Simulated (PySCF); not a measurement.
Job for PySCF: R-M06-2X/def2-TZVPP on H3NOSn (SMILES [NH2][Sn][OH]), a point of a torsion scan. Elements past Kr take the def2 small-core potentials; no spin–orbit coupling.

```python
from pyscf import gto, dft

mol = gto.M(
    atom='''
    N    -1.18104294   -0.04762523    0.21831706
    Sn    0.37621762   -1.22613457    0.82674371
    O     1.78518347   -0.09827763   -0.16721479
    H    -2.17639790   -0.17079283    0.34301755
    H    -1.03989424    0.75830997   -0.37568725
    H     2.69086651    0.00586604    0.11201431
    ''',
    basis='def2-tzvpp',
    ecp={'Sn': 'def2-tzvpp'},
    charge=0, spin=0, verbose=4, max_memory=1800)
mf = dft.RKS(mol, xc='m062x').density_fit(auxbasis='def2-universal-jkfit')
mf.grids.level = 4
mf.conv_tol = 1e-9
mf.max_cycle = 150
mf.kernel()
mf.dip_moment()
```

The log:

```
PySCF version 2.14.0

[INPUT] verbose = 4
[INPUT] num. atoms = 6
[INPUT] num. electrons = 40
[INPUT] charge = 0
[INPUT] spin (= nelec alpha-beta = 2S) = 0
[INPUT] symmetry False subgroup None
[INPUT] Mole.unit = angstrom
[INPUT] Symbol           X                Y                Z      unit          X                Y                Z       unit  Magmom
[INPUT]  1 N     -1.181042940000  -0.047625230000   0.218317060000 AA   -2.231847697951  -0.089998641319   0.412559451720 Bohr   0.0
[INPUT]  2 Sn     0.376217620000  -1.226134570000   0.826743710000 AA    0.710948265036  -2.317058529161   1.562319187107 Bohr   0.0
[INPUT]  3 O      1.785183470000  -0.098277630000  -0.167214790000 AA    3.373507840401  -0.185717804871  -0.315990157077 Bohr   0.0
[INPUT]  4 H     -2.176397900000  -0.170792830000   0.343017550000 AA   -4.112795969079  -0.322751672739   0.648209225419 Bohr   0.0
[INPUT]  5 H     -1.039894240000   0.758309970000  -0.375687250000 AA   -1.965115312113   1.432998160827  -0.709946010991 Bohr   0.0
[INPUT]  6 H      2.690866510000   0.005866040000   0.112014310000 AA    5.085000741664   0.011085209036   0.211676367932 Bohr   0.0

nuclear repulsion = 123.451873109536
number of shells = 56
number of NR pGTOs = 231
number of NR cGTOs = 154
basis = def2-tzvpp
ecp = {'Sn': 'def2-tzvpp'}


******** <class 'pyscf.df.df_jk.DFRKS'> ********
method = DFRKS
initial guess = minao
damping factor = 0
level_shift factor = 0
DIIS = <class 'pyscf.scf.diis.CDIIS'>
diis_start_cycle = 1
diis_space = 8
diis_damp = 0
SCF conv_tol = 1e-09
SCF conv_tol_grad = None
SCF max_cycles = 150
direct_scf = False
XC library pyscf.dft.libxc version 7.1.2
    S. Lehtola, C. Steigemann, M. J. T. Oliveira, and M. A. L. Marques,  SoftwareX 7, 1–5 (2018)
XC functionals = m062x
    Y. Zhao and D. G. Truhlar,  Theor. Chem. Acc. 120, 215 (2008)
    Y. Zhao and D. G. Truhlar,  Theor. Chem. Acc. 120, 215 (2008)
radial grids:
    Treutler-Ahlrichs [JCP 102, 346 (1995); DOI:10.1063/1.469408] (M4) radial grids

becke partition: Becke, JCP 88, 2547 (1988); DOI:10.1063/1.454033
pruning grids: <function nwchem_prune>
grids dens level: 4
symmetrized grids: False
atomic radii adjust function: <function treutler_atomic_radii_adjust>
small_rho_cutoff = 0
Set gradient conv threshold to 3.16228e-05
Initial guess from minao.
tot grids = 135392
******** <class 'pyscf.df.df.DF'> ********
auxbasis = def2-universal-jkfit
init E= -309.012548489948
  HOMO = -0.643140812520379  LUMO = -0.523626885506069  gap/eV = 3.25214
cycle= 1 E= -345.012309451496  delta_E=  -36  |g|= 2.36  |ddm|= 30.9
  HOMO = -0.0732726354593218  LUMO = -0.000205093659133126  gap/eV = 1.98827
cycle= 2 E= -345.22283144119  delta_E= -0.211  |g|= 2.34  |ddm|=  7.2
  HOMO = -0.267423605875868  LUMO = -0.0176702210037014  gap/eV = 6.79614
cycle= 3 E= -346.04422993614  delta_E= -0.821  |g|= 0.321  |ddm|= 3.16
  HOMO = -0.287487572583395  LUMO = -0.0380985178038564  gap/eV = 6.78622
cycle= 4 E= -346.050086722091  delta_E= -0.00586  |g|= 0.282  |ddm|= 0.423
  HOMO = -0.302684762546582  LUMO = -0.0356200182362514  gap/eV = 7.26720
cycle= 5 E= -346.064637923023  delta_E= -0.0146  |g|= 0.0193  |ddm|= 0.193
  HOMO = -0.300643101100797  LUMO = -0.0345697211887916  gap/eV = 7.24023
cycle= 6 E= -346.064737299264  delta_E= -9.94e-05  |g|= 0.0128  |ddm|= 0.0393
  HOMO = -0.301158247118734  LUMO = -0.0348371805038319  gap/eV = 7.24697
cycle= 7 E= -346.064775922512  delta_E= -3.86e-05  |g|= 0.00444  |ddm|= 0.0142
  HOMO = -0.301227528422777  LUMO = -0.0350055912878808  gap/eV = 7.24427
cycle= 8 E= -346.064781735961  delta_E= -5.81e-06  |g|= 0.000893  |ddm|= 0.00666
  HOMO = -0.301283812051457  LUMO = -0.0350596380601758  gap/eV = 7.24433
cycle= 9 E= -346.064782351836  delta_E= -6.16e-07  |g|= 0.000289  |ddm|= 0.0027
  HOMO = -0.301263660081329  LUMO = -0.0350422170318652  gap/eV = 7.24425
cycle= 10 E= -346.064782393416  delta_E= -4.16e-08  |g|= 6.61e-05  |ddm|= 0.000516
  HOMO = -0.3012670728449  LUMO = -0.0350482469006153  gap/eV = 7.24418
cycle= 11 E= -346.064782396685  delta_E= -3.27e-09  |g|= 1.81e-05  |ddm|= 0.000173
  HOMO = -0.301268096824694  LUMO = -0.0350485190478089  gap/eV = 7.24420
cycle= 12 E= -346.064782396821  delta_E= -1.35e-10  |g|= 5.3e-06  |ddm|= 4.32e-05
  HOMO = -0.301267923717023  LUMO = -0.0350483994078381  gap/eV = 7.24420
Extra cycle  E= -346.064782396831  delta_E= -1.07e-11  |g|= 3.23e-06  |ddm|= 1.17e-05
converged SCF energy = -346.064782396831
Dipole moment(X, Y, Z, Debye): -0.55157, -0.98092,  1.34042
```

Self-consistency was reached.

Cost: about 19 core-seconds (a rough figure).
